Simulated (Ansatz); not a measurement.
Relaxation of CH₅AlBF (9 atoms, charge 0, multiplicity 1), to a largest force component of 0.02 eV/Å in at most 40 steps.

All numbers below come from RKS PBE0-D4/STO-3G (Ansatz).

```xyz
9
Properties=species:S:1:pos:R:3:forces:R:3
C -0.193 0.670 -1.411 -0.07 -0.74 0.74
Al -0.510 -0.621 0.066 -0.44 -0.50 0.07
B 0.573 -0.506 1.888 0.32 1.09 -1.32
F 1.459 0.482 1.834 0.01 -0.20 0.39
H 0.823 1.088 -1.403 -0.10 -0.10 0.09
H -0.332 0.204 -2.396 0.00 -0.04 0.13
H -0.874 1.530 -1.389 -0.03 -0.12 0.17
H -1.560 -1.764 -0.115 0.73 0.95 -0.09
H 0.615 -1.083 2.926 -0.42 -0.34 -0.16
```

Task: Where does it end, and by what steps?

Result: The forces met the threshold. Limits of this set-up: minimal basis. After 27 steps the energy has fallen by 0.390 eV; H9 moved furthest, 1.32 Å.

```json
{"step": "0", "energy less start (eV)": "0.0000", "largest force component (eV/Å)": "1.316", "accepted": "yes"}
{"step": "1", "energy less start (eV)": "-0.2440", "largest force component (eV/Å)": "0.860", "accepted": "yes"}
{"step": "2", "energy less start (eV)": "-0.2829", "largest force component (eV/Å)": "0.452", "accepted": "yes"}
{"step": "3", "energy less start (eV)": "-0.2816", "largest force component (eV/Å)": "0.494", "accepted": "no"}
{"step": "4", "energy less start (eV)": "-0.2909", "largest force component (eV/Å)": "0.139", "accepted": "yes"}
{"step": "5", "energy less start (eV)": "-0.2918", "largest force component (eV/Å)": "0.146", "accepted": "yes"}
{"step": "6", "energy less start (eV)": "-0.2934", "largest force component (eV/Å)": "0.035", "accepted": "yes"}
{"step": "7", "energy less start (eV)": "-0.2942", "largest force component (eV/Å)": "0.130", "accepted": "yes"}
{"step": "8", "energy less start (eV)": "-0.2985", "largest force component (eV/Å)": "0.203", "accepted": "yes"}
{"step": "9", "energy less start (eV)": "-0.3122", "largest force component (eV/Å)": "0.241", "accepted": "yes"}
{"step": "10", "energy less start (eV)": "-0.2994", "largest force component (eV/Å)": "1.109", "accepted": "no"}
{"step": "11", "energy less start (eV)": "-0.3222", "largest force component (eV/Å)": "0.130", "accepted": "yes"}
{"step": "12", "energy less start (eV)": "-0.3318", "largest force component (eV/Å)": "0.165", "accepted": "yes"}
{"step": "13", "energy less start (eV)": "-0.3166", "largest force component (eV/Å)": "0.991", "accepted": "no"}
{"step": "14", "energy less start (eV)": "-0.3401", "largest force component (eV/Å)": "0.144", "accepted": "yes"}
{"step": "15", "energy less start (eV)": "-0.3482", "largest force component (eV/Å)": "0.164", "accepted": "yes"}
{"step": "16", "energy less start (eV)": "-0.3579", "largest force component (eV/Å)": "0.373", "accepted": "yes"}
{"step": "17", "energy less start (eV)": "-0.3749", "largest force component (eV/Å)": "0.128", "accepted": "yes"}
{"step": "18", "energy less start (eV)": "-0.3820", "largest force component (eV/Å)": "0.128", "accepted": "yes"}
{"step": "19", "energy less start (eV)": "-0.3871", "largest force component (eV/Å)": "0.164", "accepted": "yes"}
{"step": "20", "energy less start (eV)": "-0.3749", "largest force component (eV/Å)": "0.693", "accepted": "no"}
{"step": "21", "energy less start (eV)": "-0.3892", "largest force component (eV/Å)": "0.035", "accepted": "yes"}
{"step": "22", "energy less start (eV)": "-0.3886", "largest force component (eV/Å)": "0.190", "accepted": "no"}
{"step": "23", "energy less start (eV)": "-0.3897", "largest force component (eV/Å)": "0.035", "accepted": "yes"}
{"step": "24", "energy less start (eV)": "-0.3898", "largest force component (eV/Å)": "0.025", "accepted": "yes"}
{"step": "25", "energy less start (eV)": "-0.3898", "largest force component (eV/Å)": "0.021", "accepted": "yes"}
{"step": "26", "energy less start (eV)": "-0.3898", "largest force component (eV/Å)": "0.023", "accepted": "yes"}
{"step": "27", "energy less start (eV)": "-0.3899", "largest force component (eV/Å)": "0.014", "accepted": "yes"}
```

```xyz
9
Properties=species:S:1:pos:R:3
C -0.316 0.682 -1.344
Al -0.256 -0.696 -0.015
B 0.637 -0.380 1.789
F 1.899 -0.645 2.063
H 0.590 1.296 -1.367
H -0.467 0.289 -2.355
H -1.148 1.369 -1.150
H -0.961 -1.989 -0.325
H 0.023 0.073 2.704
```

Whether the end is a true minimum wasn't checked by a vibrational analysis.

The run took 30 s on 1 thread of Intel(R) Xeon(R) Platinum 8488C (Sapphire Rapids), with other jobs on the host, peak memory 0.15 GiB.
